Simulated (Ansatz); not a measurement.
All numbers were calculated with Ansatz.

A structure relaxed at PBE0-D4/def2-TZVP, charge 0, multiplicity 1:

```xyz
9

Cl   -1.391    0.698    2.170
Si   -0.151   -0.709    1.352
Cl   -1.326   -2.230    0.652
O     0.720   -0.075    0.165
Ge    0.402    0.738   -1.399
H     0.732   -1.233    2.402
H    -0.389   -0.239   -2.277
H    -0.391    2.017   -1.103
H     1.794    1.033   -1.963
```

(1) Give its formula and SMILES.

(2) Point group (tolerance 0.08 Å, 0.16 Å for H)?

(3) Summarise the bond lengths by kind.

## Answers

(1) Cl2GeH4OSi, `Cl[SiH](Cl)[O][GeH3]`.

(2) Cs.

(3) 2 × Cl–Si 2.046 Å; 1 × O–Si 1.603 Å; 1 × H–Si 1.469 Å; 1 × Ge–O 1.791 Å; 3 × Ge–H 1.530 to 1.533 Å.
